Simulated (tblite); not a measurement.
Q: Give a GFN2-xTB geometry of InChI=1S/C7H4ClO/c8-7-3-1-6(5-9)2-4-7/h1,3-5H. (Doublet state.)

A: 
```
atom  x, y, z in Å
O1     3.2376   -0.1752   -0.0963
C2     2.3724    0.6596   -0.0376
C3     0.9319    0.3749   -0.0095
C4    -0.0376    1.3429    0.0542
C5    -1.3780    1.1224    0.0787
C6    -1.7971   -0.2115    0.0369
Cl7   -3.4807   -0.5712    0.0647
C8    -0.8653   -1.2427   -0.0270
C9     0.4810   -0.9564   -0.0507
H10    2.6129    1.7377   -0.0004
H11   -2.1008    1.9212    0.1284
H12   -1.2086   -2.2653   -0.0583
H13    1.2279   -1.7361   -0.1008
```

Orientation and origin are arbitrary. Atoms count from 1 in this order. The 7 C–C bonds span 1.359 Å (C4–C5, aromatic) to 1.469 Å (C2–C3, drawn single), a spread of 0.110 Å. The 6-membered ring C3–C4–C5–C6–C8–C9 has internal angles of 116.3° to 125.7° (sum 720°, against 720° for a flat polygon); it is planar, 0.00 Å rms from its mean plane, widest ring torsion 0°. C9 (carbon bonded to 2 C and H) is planar (angles 121.8°, 120.7° and 117.6°, sum 360.0°, 0.00 Å off the plane of its three neighbours). C6 (carbon bonded to 2 C and Cl) is planar (angles 120.5°, 120.0° and 119.5°, sum 360.0°, 0.00 Å off the plane of its three neighbours).

Bonds between heavy atoms (Å): O1=C2 1.204, C2–C3 1.469, C3–C4 1.372, C4–C5 1.359, C5–C6 1.399, C6–Cl7 1.722, C6–C8 1.391, C8–C9 1.377, C3–C9 1.406.

Computed geometry: GFN2-xTB, gas phase. This method treats the open shell by occupation alone, without spin polarisation.

Point group: Cs (every atom within 0.08 Å of its image). Its GFN2-xTB frequencies are all real (lowest 73 cm⁻¹). Torsions: O1–C2–C3–C4 180°.

Hardware: one thread of an Arm Neoverse V2 (shared host). Cost: 0.12 s. That covers the optimisation of the geometry.

One conformer stands for the species.
